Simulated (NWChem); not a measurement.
System: GeF cation, singlet

Input file for NWChem:

```
start job
memory heap 200 mb stack 900 mb global 1100 mb
charge 1
geometry units angstroms noautosym nocenter noautoz
  F      0.000000     0.000000    -1.332319
  Ge     0.000000     0.000000     0.376597
end
basis spherical
  F library def2-svpd
  Ge library def2-svpd
end
dft
  xc bhlyp
  iterations 150
end
property
  response 1 0.0
end
task dft property
```

Parts of the log:

```
             Northwest Computational Chemistry Package (NWChem) 7.3.0
             --------------------------------------------------------

                             Geometry "geometry" -> ""
                             -------------------------

 Output coordinates in angstroms (scale by  1.889725989 to convert to a.u.)

  No.       Tag          Charge          X              Y              Z
 ---- ---------------- ---------- -------------- -------------- --------------
    1 F                    9.0000     0.00000000     0.00000000    -1.33231900
    2 Ge                  32.0000     0.00000000     0.00000000     0.37659700

 Effective nuclear repulsion energy (a.u.)      89.1811228357

                              NWChem Property Module
                              ----------------------

                                 NWChem DFT Module
                                 -----------------

 Summary of "ao basis" -> "ao basis" (spherical)
 ------------------------------------------------------------------------------
       Tag                 Description            Shells   Functions and Types
 ---------------- ------------------------------  ------  ---------------------
 F                         def2-svpd                 9       23   4s3p2d
 Ge                        def2-svpd                14       38   6s4p4d

            General Information
            -------------------
          SCF calculation type: DFT
          Wavefunction type:  closed shell.
          No. of atoms     :     2
          No. of electrons :    40
           Alpha electrons :    20
            Beta electrons :    20
          Charge           :     1
          Spin multiplicity:     1
          Use of symmetry is: off; symmetry adaption is: off
          Maximum number of iterations: 150
          AO basis - number of functions:    61
                     number of shells:    23
          Convergence on energy requested:  1.00D-06
          Convergence on density requested:  1.00D-05
          Convergence on gradient requested:  5.00D-04

              XC Information
              --------------
                        BHLYP Method XC Functional
                     Hartree-Fock (Exact) Exchange  0.500
                        Slater Exchange Functional  0.500 local
                    Becke 1988 Exchange Functional  0.500 non-local
              Lee-Yang-Parr Correlation Functional  1.000

             Grid Information
             ----------------
          Grid used for XC integration:  medium
          Radial quadrature: Mura-Knowles
          Angular quadrature: Lebedev.
          Tag              B.-S. Rad. Rad. Pts. Rad. Cut. Ang. Pts.
          ---              ---------- --------- --------- ---------
          F                   0.50       49          10.0       434
          Ge                  1.25      112           9.0       590
          Grid pruning is: on
          Number of quadrature shells:   161
          Spatial weights used:  Erf1

      Superposition of Atomic Density Guess
      -------------------------------------

 Sum of atomic energies:       -2174.34088195

 Renormalizing density from      41.00 to     40

      Non-variational initial energy
      ------------------------------

 Total energy =   -2141.638471
 1-e energy   =   -3133.189384
 2-e energy   =     902.369790
 HOMO         =      -0.877379
 LUMO         =      -0.433612

   convergence    iter        energy       DeltaE   RMS-Dens  Diis-err
 ---------------- ----- ----------------- --------- --------- ---------
 d= 0,ls=0.0,diis     1  -2175.7693883426 -2.26D+03  4.11D-02  7.98D+00
 d= 0,ls=0.0,diis     2  -2175.6677788935  1.02D-01  2.04D-02  8.59D+00
 d= 0,ls=0.0,diis     3  -2176.1404047863 -4.73D-01  4.68D-03  3.72D-01
 d= 0,ls=0.0,diis     4  -2176.1701834622 -2.98D-02  7.54D-04  1.35D-03
 d= 0,ls=0.0,diis     5  -2176.1703246824 -1.41D-04  1.29D-04  2.83D-05
  Resetting Diis
 d= 0,ls=0.0,diis     6  -2176.1703311374 -6.46D-06  3.19D-05  2.40D-06
 d= 0,ls=0.0,diis     7  -2176.1703315211 -3.84D-07  6.20D-06  7.03D-08

         Total DFT energy =    -2176.170331521100
      One electron energy =    -3198.237359813643
           Coulomb energy =     1022.086424189279
    Exchange-Corr. energy =      -89.200518732448
 Nuclear repulsion energy =       89.181122835712

 Numeric. integr. density =       40.000002420889

                       DFT Final Molecular Orbital Analysis
                       ------------------------------------

 Vector   18  Occ=2.000000D+00  E=-7.744520D-01
              MO Center= -1.6D-10,  4.2D-11, -1.2D+00, r^2= 6.1D-01
   Bfn.  Coefficient  Atom+Function         Bfn.  Coefficient  Atom+Function
  ----- ------------  ---------------      ----- ------------  ---------------
     5      0.462951  1 F  px                 6     -0.447226  1 F  py
     8     -0.310777  1 F  px                 9      0.300221  1 F  py
    36     -0.082910  2 Ge px                37      0.080094  2 Ge py
    11     -0.055434  1 F  px                12      0.053551  1 F  py
    33      0.047861  2 Ge px                34     -0.046235  2 Ge py

 Vector   19  Occ=2.000000D+00  E=-7.744520D-01
              MO Center=  2.9D-10,  2.3D-10, -1.2D+00, r^2= 6.1D-01
   Bfn.  Coefficient  Atom+Function         Bfn.  Coefficient  Atom+Function
  ----- ------------  ---------------      ----- ------------  ---------------
     6      0.462951  1 F  py                 5      0.447226  1 F  px
     9     -0.310777  1 F  py                 8     -0.300221  1 F  px
    37     -0.082910  2 Ge py                36     -0.080094  2 Ge px
    12     -0.055434  1 F  py                11     -0.053551  1 F  px
    34      0.047861  2 Ge py                33      0.046235  2 Ge px

 Vector   20  Occ=2.000000D+00  E=-7.043478D-01
              MO Center=  3.9D-09, -1.5D-09,  1.8D-01, r^2= 2.1D+00
   Bfn.  Coefficient  Atom+Function         Bfn.  Coefficient  Atom+Function
  ----- ------------  ---------------      ----- ------------  ---------------
    27      0.728941  2 Ge s                  7      0.398472  1 F  pz
    26     -0.388585  2 Ge s                 10     -0.275427  1 F  pz
    38      0.261747  2 Ge pz                28      0.219745  2 Ge s
    35     -0.153454  2 Ge pz                41      0.112262  2 Ge pz
    25      0.079178  2 Ge s                 44      0.066677  2 Ge d  0

 Vector   21  Occ=0.000000D+00  E=-3.379724D-01
              MO Center= -1.4D-09, -8.9D-10,  4.2D-01, r^2= 2.4D+00
   Bfn.  Coefficient  Atom+Function         Bfn.  Coefficient  Atom+Function
  ----- ------------  ---------------      ----- ------------  ---------------
    39      0.458276  2 Ge px                40     -0.439834  2 Ge py
    36      0.396512  2 Ge px                37     -0.380556  2 Ge py
    33     -0.203526  2 Ge px                34      0.195336  2 Ge py
     5      0.132935  1 F  px                 6     -0.127585  1 F  py
     8     -0.106557  1 F  px                 9      0.102269  1 F  py

 Vector   22  Occ=0.000000D+00  E=-3.379724D-01
              MO Center= -1.1D-08, -1.3D-08,  4.2D-01, r^2= 2.4D+00
   Bfn.  Coefficient  Atom+Function         Bfn.  Coefficient  Atom+Function
  ----- ------------  ---------------      ----- ------------  ---------------
    40      0.458276  2 Ge py                39      0.439834  2 Ge px
    37      0.396512  2 Ge py                36      0.380556  2 Ge px
    34     -0.203526  2 Ge py                33     -0.195336  2 Ge px
     6      0.132935  1 F  py                 5      0.127585  1 F  px
     9     -0.106557  1 F  py                 8     -0.102269  1 F  px

 Vector   23  Occ=0.000000D+00  E=-2.118637D-01
              MO Center=  1.3D-09,  3.6D-09,  5.0D-01, r^2= 3.5D+00
   Bfn.  Coefficient  Atom+Function         Bfn.  Coefficient  Atom+Function
  ----- ------------  ---------------      ----- ------------  ---------------
    41      1.067311  2 Ge pz                28     -0.806650  2 Ge s
     4      0.545022  1 F  s                 38      0.391432  2 Ge pz
    13      0.341609  1 F  pz                 3      0.301777  1 F  s
    10      0.235726  1 F  pz                 7     -0.222021  1 F  pz
    27     -0.205842  2 Ge s                 35     -0.195070  2 Ge pz

     Multipole analysis of the density
     ---------------------------------

     L   x y z        total         alpha         beta         nuclear
     -   - - -        -----         -----         ----         -------
     0   0 0 0      1.000000    -20.000000    -20.000000     41.000000

     1   1 0 0     -0.000000     -0.000000     -0.000000      0.000000
     1   0 1 0     -0.000000     -0.000000     -0.000000      0.000000
     1   0 0 1      1.324652      0.605414      0.605414      0.113824

     2   2 0 0    -11.904524     -5.952262     -5.952262      0.000000
     2   1 1 0      0.000000      0.000000      0.000000      0.000000
     2   1 0 1     -0.000000     -0.000000     -0.000000      0.000000
     2   0 2 0    -11.904524     -5.952262     -5.952262      0.000000
     2   0 1 1     -0.000000     -0.000000     -0.000000      0.000000
     2   0 0 2    -14.243598    -43.750339    -43.750339     73.257081

 *** CALLING NEW AORESP DRIVER FOR CLOSED AND OPEN SHELLS ***
 Entering AOResponse driver routine

[...]

 DFT Linear Response polarizability / au
 Frequency  =       0.0000000 / au
              X              Y              Z
 -----------------------------------------------
 X      17.9860177     -0.0000000     -0.0000000
 Y      -0.0000000     17.9860177      0.0000000
 Z      -0.0000000      0.0000000     21.7209373
 -----------------------------------------------
 Eigenvalues =      17.9860177     17.9860177     21.7209373
 Isotropic   =      19.2309909
 Anisotropic =       3.7349196
 -----------------------------------------------

 Magnetic Dipole Response Matrix (nonzero elements):

 Exiting AOResponse driver routine
```

Level: BHandHLYP/def2-SVPD. Low-valent species are run as closed-shell singlets; no triplet was tried in these runs. Structure relaxed at the PBE-D3(BJ)/def2-SVP level.
